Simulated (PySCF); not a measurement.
Correlation energy of Co+ (cobalt, charge +1)

Starting occupation: [Ar] 3d7 4s1, 3d3/2 with m_j = +1/2, +3/2, 3d5/2 with m_j = -3/2, -1/2, +1/2, +3/2, +5/2, 4s1/2 with m_j = +1/2. All numbers are calculated (PySCF 2.14, X2C-1e with screened-nucleus spin-orbit coupling, Gaussian nucleus, in x2c-TZVPall-2c with one added diffuse shell each of s, p, d type (7s8p5d1f, 63 functions)). Frozen: [Ne]; 16 electrons correlated; the 6 highest virtual spinors left out.

MP2 pair energies summed by pair of shells (mhartree):

```
 pair   energy  share (%)
3d-3p  -166.11       36.8
3d-3d  -151.00       33.5
3p-3p   -56.50       12.5
3d-3s   -28.54        6.3
3p-3s   -22.42        5.0
3d-4s   -15.40        3.4
3p-4s    -7.33        1.6
3s-3s    -3.16        0.7
3s-4s    -0.56        0.1
```

Total MP2 correlation energy: -451.00 mhartree.

The GHF reference relaxed away from the jj start to a determinant that is no pure jj level (⟨S²⟩ = 6.00, ⟨J²⟩ = 30.01); the energies belong to that determinant.

This basis was not built for core-valence correlation, so the inner-shell part is incomplete.
